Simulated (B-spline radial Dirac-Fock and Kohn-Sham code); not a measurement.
K-line shifts caused by a second vacancy in Zn¹⁰⁺

System: zinc as Zn¹⁰⁺, configuration 1s2 2s2 2p6 3s2 3p6 3d2.

The run's input, task.json:

```json
{"items": [{
  "Z": 30,
  "q": 10,
  "cfg": [[1, 0, 2], [2, 0, 2], [2, 1, 6], [3, 0, 2], [3, 1, 6], [3, 2, 2]],
  "A": 64,
  "rrms": 3.9283,
  "do": ["binding", "quiet", "double"]
}]}
```

Command: `python xray_run.py task.json out`

Level of theory: multi-electron Dirac-Fock with separately optimised hole states, Breit and Lamb-shift corrections added in first order; an atomic code on a B-spline grid. Each two-hole energy is an average over J within one jj subconfiguration, not an observable level; in light atoms, where LS coupling holds, the j-resolved values are not observed lines, and for a K spectator the Kα1 hypersatellite is nearly forbidden. The model has no electron correlation.

Lines without a spectator: Kα2 (K-L2) 8610.2 eV, Kα1 (K-L3) 8633.6 eV, Kβ3 (K-M2) 9613.3 eV, Kβ1 (K-M3) 9617.3 eV. Shifts in eV with one spectator hole (a dash: not computed, or left out as unreliable):

```
spectator hole     Kα2     Kα1     Kβ3     Kβ1
        K (1s)  +319.5  +322.8  +406.0  +406.7
    L2 (2p1/2)   +31.4   +38.5       –   +91.1
    L3 (2p3/2)   +35.1   +33.9   +87.4       –
    M2 (3p1/2)       –   +4.25  +12.81  +15.01
    M3 (3p3/2)   +3.83       –  +14.31  +13.79
```

With n spectator holes in 2p, averaged over the 2p shell (energies in eV):

```
n    KαLⁿ   step  hypersatellite KαʰLⁿ
0  8625.8      –                8947.5
1  8661.1  +35.3                8984.2
2  8697.8  +36.6                9022.2
3  8735.7  +38.0                9061.5
4  8775.1  +39.3                9102.2
5  8815.8  +40.7                9144.2
```
